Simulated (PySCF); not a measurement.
Computed shifts of a molecule C3H6OSi, PBE0/pcSseg-1 (PySCF), GIAO, gas phase, equivalent atoms averaged, in ppm (number of nuclei): ¹³C: 107.0 (1), 86.9 (1), 57.2 (1). ²⁹Si: -64.5 (1). ¹H: 4.67 (1), 4.39 (1), 4.09 (1), 3.85 (1), 2.59 (1), 0.54 (1). References: ¹³C against TMS (σ = 186.3 ppm); ²⁹Si against TMS (σ = 352.7 ppm); ¹⁷O against H2O (σ = 334.2 ppm); ¹H against TMS (σ = 31.56 ppm), references at their B3LYP-D3(BJ)/def2-TZVP geometries, non-relativistic. The structure is a stationary point at TPSSh-D3(BJ)/def2-SVP. The values are those of a single conformer.

Pick the molecule that these values belong to.
A. [SiH3][C@@H]1C=CO1
B. C1=CO[SiH2]C1
C. C1=C[SiH2]OC1
D. C#C[SiH2]CO

D, C#C[SiH2]CO
